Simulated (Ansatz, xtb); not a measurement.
## C3H7FSi2: which of two isomers lies lower

Structure a: `F[Si@@H]1C=CC[SiH2]1`, a singlet. Structure b: `C[Si@H](F)C#C[SiH3]`, a singlet. Both are isolated molecules in the gas phase, relaxed with B3LYP/def2-SVP; the shapes shown needn't be the lowest conformers.

a (Å):

```xyz
13

C     1.5936   -0.1067   -1.9675
C     0.6686    0.3449   -1.0937
C    -0.8072   -0.0014   -1.1262
F     1.6737   -2.7403   -3.1889
Si    1.0151   -1.2447   -3.3336
Si   -1.2229   -1.1089   -2.6431
H     1.3929   -0.7787   -4.6974
H     2.6349    0.2112   -1.8372
H     0.9790    1.0178   -0.2808
H    -1.0892   -0.4997   -0.1807
H    -1.4059    0.9272   -1.1479
H    -2.1320   -0.4002   -3.5919
H    -1.8544   -2.3985   -2.2398
```

b (Å):

```xyz
13

C     1.0257   -2.0058   -0.0947
C    -0.3309   -0.5234   -2.3880
C    -0.2141    0.4020   -3.1830
F    -0.6526   -3.2848   -2.0079
Si   -0.4914   -1.8924   -1.1723
Si   -0.0458    1.7858   -4.3862
H     1.1549   -1.0803    0.4900
H     0.9409   -2.8492    0.6093
H     1.9288   -2.1535   -0.7077
H    -1.7397   -1.7053   -0.3903
H    -1.2352    1.8131   -5.2812
H     0.0479    3.0726   -3.6424
H     1.1869    1.5900   -5.1981
```

Quicker runs give these differences E(b) − E(a): GFN2-xTB +13.8 kcal/mol; HF/STO-3G +17.1 kcal/mol (at GFN2-xTB geometries); r2SCAN-D4/def2-SVP +14.8 kcal/mol (at GFN2-xTB geometries).

Problem. Estimate E(b) − E(a) at the level CCSD(T)/def2-SVP + ΔMP2/def2-TZVPP.

Solution. Calculated at CCSD(T)/def2-SVP + ΔMP2/def2-TZVPP: E(b) − E(a) = +7.2 kcal/mol, so structure a lies lower.

Level by level:

| level | geometry | E(b) − E(a) (kcal/mol) | departure from the last row (kcal/mol) | job, with rough time for the two |
| --- | --- | --- | --- | --- |
| GFN2-xTB | GFN2-xTB | +13.8 | +6.6 | optimisation, 0.36 s |
| HF/STO-3G | GFN2-xTB | +17.1 | +9.9 | single point, 0.78 s |
| r2SCAN-D4/def2-SVP | GFN2-xTB | +14.8 | +7.6 | single point, 6 s |
| B3LYP/def2-SVP | B3LYP/def2-SVP | +10.0 | +2.8 | optimisation, 97 s |
| HF/def2-SVP | B3LYP/def2-SVP | +4.1 | −3.0 | part of the CCSD(T) run |
| MP2/def2-SVP | B3LYP/def2-SVP | +6.7 | −0.5 | part of the CCSD(T) run |
| CCSD(T)/def2-SVP | B3LYP/def2-SVP | +9.3 | +2.2 | single point |
| CCSD(T)/def2-SVP + ΔMP2/def2-TZVPP | B3LYP/def2-SVP | +7.2 |  | single point, 68 s |

As drawn, b has 1 C–Si, 1 C≡C, 1 Si–H in place of 1 C=C, 1 C–C, 1 Si–Si, 1 C–H. Structure a has a 5-membered ring, b no ring.

The levels shown agree on the order. The largest departure from CCSD(T)/def2-SVP + ΔMP2/def2-TZVPP is that of HF/STO-3G, 9.9 kcal/mol. A small imaginary or near-zero mode remains, so no thermal terms are given. The last row adds to CCSD(T) the change of the MP2 difference between the two basis sets, here −2.2 kcal/mol.

The correlated steps freeze 14 core orbitals. Programs: Ansatz 0.2.0, xtb 6.7.1; the last row on 2 threads of Intel(R) Xeon(R) Processor @ 2.70GHz on a shared host.
